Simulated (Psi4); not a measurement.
Method: SAPT0/jun-cc-pVDZ, frozen core (Psi4 1.11).

Psi4 input:

```
molecule {
0 1
O -1.15971885 0.00073220 0.00000000
C 0.00000265 -0.00000008 -0.00000000
O 1.15971620 -0.00073212 -0.00000000
--
0 1
C 0.59939734 0.00004106 3.19590384
C -0.59740982 0.00082003 3.19598704
H 1.66204551 -0.00069317 3.19542898
H -1.66005676 0.00155455 3.19644618
units angstrom
symmetry c1
no_reorient
no_com
}
set basis jun-cc-pvdz
set scf_type df
set freeze_core true
energy('sapt0')
```

Part of the output:

```
    SAPT Results
  --------------------------------------------------------------------------------------------------------
    Electrostatics                 -6.00658681 [mEh]      -3.76919013 [kcal/mol]     -15.77029149 [kJ/mol]
      Elst10,r                     -6.00658681 [mEh]      -3.76919013 [kcal/mol]     -15.77029149 [kJ/mol]

    Exchange                        6.29245426 [mEh]       3.94857466 [kcal/mol]      16.52083639 [kJ/mol]
      Exch10                        6.29245426 [mEh]       3.94857466 [kcal/mol]      16.52083639 [kJ/mol]
      Exch10(S^2)                   6.26521139 [mEh]       3.93147950 [kcal/mol]      16.44931025 [kJ/mol]

    Induction                      -0.61097327 [mEh]      -0.38339151 [kcal/mol]      -1.60411010 [kJ/mol]
      Ind20,r                      -4.23584892 [mEh]      -2.65803533 [kcal/mol]     -11.12121982 [kJ/mol]
      Exch-Ind20,r                  3.80694275 [mEh]       2.38889264 [kcal/mol]       9.99512681 [kJ/mol]
      delta HF,r (2)               -0.18206710 [mEh]      -0.11424883 [kcal/mol]      -0.47801709 [kJ/mol]

    Dispersion                     -2.76353372 [mEh]      -1.73414359 [kcal/mol]      -7.25565679 [kJ/mol]
      Disp20                       -3.29087456 [mEh]      -2.06505496 [kcal/mol]      -8.64018996 [kJ/mol]
      Exch-Disp20                   0.52734084 [mEh]       0.33091137 [kcal/mol]       1.38453317 [kJ/mol]
      Disp20 (SS)                  -1.64543728 [mEh]      -1.03252748 [kcal/mol]      -4.32009498 [kJ/mol]
      Disp20 (OS)                  -1.64543728 [mEh]      -1.03252748 [kcal/mol]      -4.32009498 [kJ/mol]
      Exch-Disp20 (SS)              0.28880111 [mEh]       0.18122544 [kcal/mol]       0.75824722 [kJ/mol]
      Exch-Disp20 (OS)              0.23853972 [mEh]       0.14968594 [kcal/mol]       0.62628595 [kJ/mol]

  Total HF                         -0.32510582 [mEh]      -0.20400698 [kcal/mol]      -0.85356520 [kJ/mol]
  Total SAPT0                      -3.08863954 [mEh]      -1.93815057 [kcal/mol]      -8.10922199 [kJ/mol]
```
